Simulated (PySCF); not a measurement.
SMILES C[SiH](SB(O)O)C, singlet, GFN2-xTB optimised geometry.

```
16

Si     1.20     2.05     0.01
C      0.54     2.87     1.59
C      0.54     2.88    -1.57
S      0.74    -0.08     0.00
B     -1.06    -0.08     0.00
O     -1.79    -1.22     0.00
O     -1.71     1.11     0.00
H      2.67     1.97     0.01
H     -0.54     2.85     1.61
H      0.86     3.90     1.65
H      0.90     2.36     2.47
H     -0.54     2.86    -1.59
H      0.91     2.37    -2.46
H      0.86     3.91    -1.62
H     -1.31    -2.05     0.00
H     -2.67     1.03     0.00
```

Density from PBE0/def2-TZVP (PySCF) at that geometry.

Minimum of the electron density along straight lines between bonded atoms, close to the bond critical point (lines longer than 1.1 times the sum of covalent radii, or with two minima, are not listed):

| bond | length / Å | ρ at the minimum / e bohr⁻³ | ∇²ρ there / e bohr⁻⁵ | position (fraction from the first atom) |
|---|---|---|---|---|
| Si1–C2 | 1.900 | 0.118 | 0.15 | 0.39 |
| Si1–C3 | 1.900 | 0.118 | 0.15 | 0.39 |
| Si1–S4 | 2.178 | 0.092 | 0.09 | 0.36 |
| S4–B5 | 1.806 | 0.157 | -0.29 | 0.69 |
| B5–O6 | 1.354 | 0.213 | 0.97 | 0.33 |
| B5–O7 | 1.355 | 0.214 | 0.94 | 0.33 |
| Si1–H8 | 1.464 | 0.126 | 0.18 | 0.49 |
| C2–H9 | 1.086 | 0.276 | -0.93 | 0.64 |
| C2–H10 | 1.086 | 0.274 | -0.92 | 0.64 |
| C2–H11 | 1.087 | 0.275 | -0.92 | 0.64 |
| C3–H12 | 1.086 | 0.276 | -0.93 | 0.64 |
| C3–H13 | 1.087 | 0.275 | -0.92 | 0.64 |
| C3–H14 | 1.086 | 0.274 | -0.92 | 0.64 |
| O6–H15 | 0.956 | 0.363 | -2.54 | 0.81 |
| O7–H16 | 0.958 | 0.361 | -2.50 | 0.81 |
